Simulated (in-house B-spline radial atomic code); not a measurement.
RPA and G0W0 on r2SCAN: the phosphorus ion P⁸⁺

Configuration [He] 2s2 2p3, highest spin, mean-field start r2SCAN. Computed with a B-spline radial code for spherical atoms: all electrons, non-relativistic, point nucleus, each spin shell either full or empty, empty states to l = 9 with an (l + 1/2)⁻⁴ tail; G0W0 by contour deformation at full frequency.

Command:
```bash
python run_gw.py task.json out
```
Settings (radii: box in bohr, nucleus in fm):
```
Z                        15
electrons                7
configuration            [He] 2s2 2p3
hamiltonian              nr
method                   r2scan
lmax                     9
spin_polarised           True
box_radius               7.7
intervals                46
```

Run time, properties included: 1.2 s on 1 thread of Arm Neoverse N1, with other jobs on the host.

Energies (hartree):

| term | value |
| --- | --- |
| mean-field total | -305.58179 |
| Hartree-Fock functional on these orbitals | -305.39463 |
| direct second order | -0.4316 |
| second-order exchange | 0.21263 |
| SOSEX correction | 0.19202 |

Question: What is the RPA correlation energy, and what remains with SOSEX?

Answer: RPA gives -0.39044 hartree (-1.52 eV per electron); RPA + SOSEX gives -0.19842, and the second-order doubles -0.21897 hartree (no singles). SOSEX takes back 49 % of the RPA value.

Quasi-particle levels (eV):

| level | occupied | mean field | Σx - vxc | Σc | QP weight | G0W0 |
| --- | --- | --- | --- | --- | --- | --- |
| 2p up | yes | -350.69 | -23.61 | ? | ? | ? |
| 2s down | yes | -374.41 | -15.77 | -3.42 | 0.976 | -393.61 |
| 1s down | yes | -2347.89 | -84.42 | 15.57 | 0.945 | -2416.74 |
| 2p down | no | -328.40 | 23.36 | -4.08 | 0.983 | -309.12 |

G0W0 = mean field + (Σx - vxc) + Σc, with Σc (partial-wave tail included) taken at the quasi-particle energy. Levels of low weight are left out.

Question: Where does G0W0 put 2p up?

Answer: At -372.45 eV, with Σc = 1.86 eV and a quasi-particle weight of 0.975. The tabulated removal energy is 372.31 ± 0.21 eV (NIST, semi-empirical); the calculation leaves out relativity, Breit and QED terms, and what these don't explain is the method's own error.
